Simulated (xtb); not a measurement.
C$_{4}$H$_{9}$O, doublet, from a rough starting geometry; GFN2-xTB (xtb).

Input for xtb:
```
$ xtb mol.xyz --gfn 2 --uhf 1 --opt vtight --json

# file mol.xyz
14

C      1.98934414    -0.21671255     0.12193834
C      0.51209721    -0.58272826    -0.06927882
C     -0.42849200     0.62069786     0.08387821
C     -1.90882475     0.17521648    -0.16323105
O     -2.43172575    -0.61463286     0.75198170
H      2.28997283     0.53157501    -0.63502347
H      2.12812937     0.31320228     1.02605137
H      2.59649443    -1.04312227     0.04002941
H      0.18548225    -1.37201667     0.74384431
H      0.33075525    -1.05243263    -1.03403482
H     -0.29946836     1.03604031     1.05767522
H     -0.14511493     1.34403921    -0.66948198
H     -2.52355366     1.08001425    -0.19476399
H     -2.07702402    -0.24374229    -1.20471691
```

Predict the main parts of the log of this xtb run.


```
   ID    Z sym.   atoms
    1    6 C      1-4
    2    8 O      5
    3    1 H      6-14

           -------------------------------------------------
          |                Calculation Setup                |
           -------------------------------------------------

           -------------------------------------------------
          |                 G F N 2 - x T B                 |
           -------------------------------------------------

          ...................................................
          :                      SETUP                      :
          :.................................................:
          :  # basis functions                  29          :
          :  # atomic orbitals                  29          :
          :  # shells                           19          :
          :  # electrons                        31          :
          :  max. iterations                   250          :
          :  Hamiltonian                  GFN2-xTB          :
          :  restarted?                      false          :
          :  GBSA solvation                  false          :
          :  PC potential                    false          :
          :  electronic temp.          300.0000000     K    :
          :  accuracy                    1.0000000          :
          :  -> integral cutoff          0.2500000E+02      :
          :  -> integral neglect         0.1000000E-07      :
          :  -> SCF convergence          0.1000000E-05 Eh   :
          :  -> wf. convergence          0.1000000E-03 e    :
          :  Broyden damping             0.4000000          :
          :  net charge                          0          :
          :  unpaired electrons                  1          :
          ...................................................

 iter      E             dE          RMSdq      gap      omega  full diag
   1    -17.2836859 -0.172837E+02  0.304E+00   12.00       0.0  T
   2    -17.3176648 -0.339788E-01  0.170E+00   11.25       1.0  T
   3    -17.3201897 -0.252499E-02  0.920E-01   11.77       1.0  T
   4    -17.3209478 -0.758038E-03  0.164E-01   11.76       1.0  T
   5    -17.3209928 -0.450250E-04  0.826E-02   11.76       1.0  T
   6    -17.3209987 -0.590069E-05  0.344E-02   11.76       1.0  T
   7    -17.3210004 -0.172462E-05  0.810E-03   11.75       3.3  T
   8    -17.3210005 -0.969972E-07  0.378E-03   11.75       7.1  T
   9    -17.3210005 -0.135961E-07  0.910E-04   11.75      29.4  T
  10    -17.3210005 -0.379689E-09  0.414E-04   11.75      64.5  T

   *** convergence criteria satisfied after 10 iterations ***

         :::::::::::::::::::::::::::::::::::::::::::::::::::::
         ::                     SUMMARY                     ::
         :::::::::::::::::::::::::::::::::::::::::::::::::::::
         :: total energy             -17.113554144472 Eh    ::
         :: gradient norm              0.101885873810 Eh/a0 ::
         :: HOMO-LUMO gap             11.753885241419 eV    ::
         ::.................................................::
         :: SCC energy               -17.320995033395 Eh    ::
         :: -> isotropic ES            0.028716914500 Eh    ::
         :: -> anisotropic ES          0.003443678811 Eh    ::
         :: -> anisotropic XC          0.005314575534 Eh    ::
         :: -> dispersion             -0.006403294110 Eh    ::
         :: repulsion energy           0.207440888923 Eh    ::
         :: add. restraining           0.000000000000 Eh    ::
         :: total charge               0.000000000000 e     ::
         :::::::::::::::::::::::::::::::::::::::::::::::::::::

      -----------------------------------------------------------
     |                   =====================                   |
     |                        A N C O P T                        |
     |                   =====================                   |
     |               Approximate Normal Coordinate               |
     |                Rational Function Optimizer                |
      -----------------------------------------------------------
      -----------------------------------------------------------
     |                   =====================                   |
     |                        A N C O P T                        |
     |                   =====================                   |
     |               Approximate Normal Coordinate               |
     |                Rational Function Optimizer                |
      -----------------------------------------------------------

          ...................................................
          :                      SETUP                      :
          :.................................................:
          :   optimization level         verytight          :
          :   max. optcycles                   280          :
          :   ANC micro-cycles                  20          :
          :   degrees of freedom                36          :
          :.................................................:
          :   RF solver                   davidson          :
          :   write xtbopt.log                true          :
          :   linear?                        false          :
          :   energy convergence         0.1000000E-06 Eh   :
          :   grad. convergence          0.2000000E-03 Eh/α :
          :   maxmium RF displ.          1.0000000          :
          :   Hlow (freq-cutoff)         0.1000000E-01      :
          :   Hmax (freq-cutoff)         5.0000000          :
          :   S6 in model hess.         20.0000000          :
          ...................................................

generating ANC from exact Hessian ...
Using Lindh-Hessian (1995)
 Shifting diagonal of input Hessian by    6.4378895920631021E-003
 Lowest  eigenvalues of input Hessian
    0.000000    0.000000    0.000000    0.000000    0.000000    0.000000
    0.010000    0.013096    0.014045    0.018557    0.021527    0.042219
[...]
 * total energy  :   -17.1234256 Eh     change       -0.9255599E-05 Eh
 * total energy  :   -17.1234364 Eh     change       -0.1080751E-04 Eh
 * total energy  :   -17.1234390 Eh     change       -0.2675533E-05 Eh
 * total energy  :   -17.1234416 Eh     change       -0.2529254E-05 Eh
 * total energy  :   -17.1234430 Eh     change       -0.1418910E-05 Eh
 * total energy  :   -17.1234438 Eh     change       -0.8158915E-06 Eh
 * total energy  :   -17.1234443 Eh     change       -0.4577990E-06 Eh
 * total energy  :   -17.1234445 Eh     change       -0.2503945E-06 Eh
 * total energy  :   -17.1234447 Eh     change       -0.1655145E-06 Eh
 * total energy  :   -17.1234448 Eh     change       -0.1345409E-06 Eh
 * total energy  :   -17.1234449 Eh     change       -0.1072046E-06 Eh
 * total energy  :   -17.1234450 Eh     change       -0.7665009E-07 Eh
   *** GEOMETRY OPTIMIZATION CONVERGED AFTER 18 ITERATIONS ***
         :: total energy             -17.123444998000 Eh    ::
[...]
         :: repulsion energy           0.201612041493 Eh    ::
         :: add. restraining           0.000000000000 Eh    ::
         :: total charge               0.000000000000 e     ::
         :::::::::::::::::::::::::::::::::::::::::::::::::::::

           -------------------------------------------------
          |                Property Printout                |
           -------------------------------------------------

    * Orbital Energies and Occupations

         #    Occupation            Energy/Eh            Energy/eV
      -------------------------------------------------------------
         1        2.0000           -0.6881199             -18.7247
       ...           ...                  ...                  ...
         4        2.0000           -0.5924105             -16.1203
         5        2.0000           -0.5711335             -15.5413
         6        2.0000           -0.5431948             -14.7811
         7        2.0000           -0.5414555             -14.7338
         8        2.0000           -0.5218674             -14.2007
         9        2.0000           -0.5097447             -13.8709
        10        2.0000           -0.4871320             -13.2555
        11        2.0000           -0.4684034             -12.7459
        12        2.0000           -0.4654362             -12.6652
        13        2.0000           -0.4469854             -12.1631
        14        2.0000           -0.4347778             -11.8309
        15        1.9902           -0.4009169             -10.9095
        16        1.0098           -0.3921450             -10.6708 (HOMO)
        17                          0.0647103               1.7609 (LUMO)
        18                          0.0847229               2.3054
        19                          0.1056183               2.8740
        20                          0.1255503               3.4164
        21                          0.1495003               4.0681
        22                          0.1552026               4.2233
        23                          0.1741456               4.7387
        24                          0.1769054               4.8138
        25                          0.2195943               5.9755
        26                          0.2273406               6.1863
        27                          0.2557636               6.9597
       ...                                ...                  ...
        29                          0.3318890               9.0312
      -------------------------------------------------------------
                  HL-Gap            0.4568552 Eh           12.4317 eV
             Fermi-level           -0.2801242 Eh           -7.6226 eV

     #   Z          covCN         q      C6AA      α(0)
     1   6 C        3.752    -0.105    22.561     6.774
     2   6 C        3.802    -0.049    21.447     6.593
     3   6 C        3.800    -0.077    21.968     6.673
     4   6 C        3.671     0.121    18.827     6.219
     5   8 O        0.855    -0.376    21.202     6.173
     6   1 H        0.925     0.036     2.498     2.472
     7   1 H        0.925     0.040     2.451     2.448
     8   1 H        0.925     0.041     2.432     2.439
     9   1 H        0.924     0.053     2.277     2.360
    10   1 H        0.924     0.031     2.574     2.509
    11   1 H        0.924     0.058     2.222     2.331
    12   1 H        0.924     0.032     2.562     2.503
    13   1 H        0.919     0.112     1.676     2.025
    14   1 H        0.919     0.081     1.971     2.196

 Mol. C6AA /au·bohr⁶  :       1334.988536
 Mol. C8AA /au·bohr⁸  :      27776.572071
 Mol. α(0) /au        :         53.715821

Wiberg/Mayer (AO) data.
largest (>0.10) Wiberg bond orders for each atom

 ---------------------------------------------------------------------------
     #   Z sym  total        # sym  WBO       # sym  WBO       # sym  WBO
 ---------------------------------------------------------------------------
     1   6 C    3.996 --     2 C    1.018     7 H    0.987     6 H    0.986
                             8 H    0.983
     2   6 C    3.994 --     1 C    1.018     3 C    0.988    10 H    0.978
                             9 H    0.973
     3   6 C    3.992 --     2 C    0.988    12 H    0.979     4 C    0.978
                            11 H    0.970
     4   6 C    3.967 --     5 O    1.304     3 C    0.978    14 H    0.852
                            13 H    0.814
     5   8 O    1.603 --     4 C    1.304    13 H    0.107
     6   1 H    0.999 --     1 C    0.986
     7   1 H    0.998 --     1 C    0.987
     8   1 H    0.998 --     1 C    0.983
     9   1 H    0.997 --     2 C    0.973
    10   1 H    0.999 --     2 C    0.978
    11   1 H    0.996 --     3 C    0.970
    12   1 H    0.999 --     3 C    0.979
    13   1 H    0.964 --     4 C    0.814     5 O    0.107
    14   1 H    0.982 --     4 C    0.852
 ---------------------------------------------------------------------------

Topologies differ in total number of bonds
Writing topology from bond orders to xtbtopo.mol

molecular dipole:
                 x           y           z       tot (Debye)
 q only:        0.559       0.622      -0.732
   full:        0.575       0.769      -0.921       3.381
molecular quadrupole (traceless):
                xx          xy          yy          xz          yz          zz
 q only:       -2.148      -4.608       1.655       5.446       1.029       0.493
  q+dip:       -3.459      -5.884       2.051       6.840       1.755       1.409
   full:       -3.064      -5.994       2.184       6.656       1.780       0.880

optimized geometry written to: xtbopt.xyz

           -------------------------------------------------
          | TOTAL ENERGY              -17.123444998000 Eh   |
          | GRADIENT NORM               0.000040104640 Eh/α |
          | HOMO-LUMO GAP              12.431663789152 eV   |
           -------------------------------------------------

normal termination of xtb
```
